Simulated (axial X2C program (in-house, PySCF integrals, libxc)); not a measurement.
## A run on OZrO²⁺ without results

A two-component calculation with an in-house all-electron X2C program for linear molecules (integrals from PySCF).

Input and command:
```json
{"zs": [8, 40, 8], "q": 2, "bas": ["dyall-av3z", "dyall-v3z", "dyall-av3z"], "r0": [1.84, 1.84], "symm": 1, "scan": ["PBE0", "HF", "B3LYP"], "levels": ["PBE0", "HF", "LDA"], "nst": 2}
```
```bash
python solin.py task.json out
```

Keys: zs atomic numbers; q charge; bas basis sets; r0 starting distance in Å; symm equal bonds; scan levels of the two-bond scan; levels methods; nst determinants followed.

Outcome:

The PBE0 geometry search stopped without converging.
